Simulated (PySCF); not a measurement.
B(F)2(OEt) (C₂H₅BF₂O), SMILES CCOB(F)F.

Coordinates come from a TPSSh-D3(BJ)/def2-SVP optimisation. Other conformers were not sampled.

Vertical ionisation energy (IE) and electron affinity (EA) in eV. Rows of orbital energies are one-electron estimates. Where ΔSCF, EOM or ADC give a negative EA the extra electron is unbound and the value depends on the basis.

```csv
level,IE,EA
"−ε(HOMO), −ε(LUMO), ωB97X/def2-TZVP (PySCF)",11.79,-2.78
"−ε(HOMO), −ε(LUMO), PBE/def2-TZVP (PySCF)",(withheld),(withheld)
```

Problem. What belongs in the gaps? (An estimate is asked for; the answer gives what the named calculation found.)

Solution. 
- −ε(HOMO), −ε(LUMO), PBE/def2-TZVP (PySCF), IE: 7.73
- −ε(HOMO), −ε(LUMO), PBE/def2-TZVP (PySCF), EA: 0.02
